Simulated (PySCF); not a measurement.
## Static response to an electric field

Compound: SiHMe2(NCO), C₃H₇NOSi.
Structure used (PBE0-D3(BJ)/def2-SVP), in Å, numbered top down from 1:
```
atom  x, y, z in Å
Si1    0.0130    0.0080    0.5552
H2    -0.0404   -0.1103    2.0434
C3     1.7873    0.0723   -0.0276
H4     2.3344   -0.8312    0.2816
H5     2.3041    0.9479    0.3960
H6     1.8338    0.1433   -1.1253
C7    -0.9735    1.4889   -0.0159
H8    -2.0204    1.4156    0.3155
H9    -0.9659    1.5593   -1.1147
H10   -0.5493    2.4201    0.3916
N11   -0.7225   -1.4219   -0.0952
C12   -1.2350   -2.3955   -0.5618
O13   -1.7350   -3.3488   -1.0205
```

Level: B3LYP/def2-SVPD (PySCF), static field, nuclei fixed, core orbitals frozen in the response. The polarisability tensor in these axes (au):

```
x   72.10  9.48  4.48
y    9.48 85.24  8.62
z    4.48  8.62 62.87
```

Problem. Diagonalise the tensor; give its mean and Δα, where Δα² is half the sum of the squared differences of the eigenvalues.

Solution. Principal values 59.77, 67.13 and 93.30 au; mean 73.40 au = 10.88 Å³ = 12.10 × 10⁻⁴⁰ C²·m²/J; Δα = 30.53 au (42 % of the mean).

Problem. What is the dipole moment, and where does it point?

Solution. (1.40, 2.71, 0.55) D, 3.10 D in size, pointing from the negative to the positive side. Measured along this direction, the outermost atoms are O13 at the negative end and H5 and H10 at the positive end.

Problem. Refractivity n − 1 of an ideal gas of it at 273.15 K and 1 atm, from the electronic α?

Solution. N = p/kT = 2.6868 × 10¹⁹ cm⁻³, so n − 1 = 2π × N × 10.88 × 10⁻²⁴ cm³ = 1836 × 10⁻⁶ at long wavelengths.

Problem. Form Σ f/ω² (atomic units) for the 10 lowest TDDFT singlets, given as eV and f, and set it beside the mean polarisability, which is this sum over all singlets: 7.14, 0.0100; 7.24, 0.0073; 7.29, 0.0199; 7.38, 0.0027; 7.39, 0.0067; 7.85, 0.1559; 7.89, 0.0200; 8.19, 0.0738; 8.30, 0.0302; 8.50, 0.0022.

Solution. They add up to 3.93 au, 5.4 % of the 73.40 au; the largest single term is 1.87 au, from the state at 7.85 eV. Terms in order: 0.15, 0.10, 0.28, 0.04, 0.09, 1.87, 0.24, 0.81, 0.32, 0.02 au. Higher excitations give the rest. The strengths listed sum to 0.329.

Problem. What molar refraction does this α imply?

Solution. Lorentz–Lorenz: R = (4π/3)N_A α = 2.5225 cm³/(mol·Å³) × 10.88 Å³ = 27.4 cm³/mol, in the limit of long wavelengths.

Problem. In a dilute gas of rigid molecules at 500 K, how does the orientational term μ²/3kT compare with the electronic polarisability?

Solution. In Gaussian units μ²/3kT = 46.38 Å³ against 10.88 Å³, a ratio of 4.26; the Debye molar polarisation (4π/3)N_A(α + μ²/3kT) is 144.4 cm³/mol, leaving out the vibrational part.

Problem. Rayleigh depolarisation ratio (linearly polarised light, static tensor)?

Solution. ρ = 3Δα²/(45ᾱ² + 4Δα²) = 2795.7/(242443 + 3727.6) = 0.0114.

Geometry: PBE0-D3(BJ)/def2-SVP; no solvent, vibrations or thermal averaging.
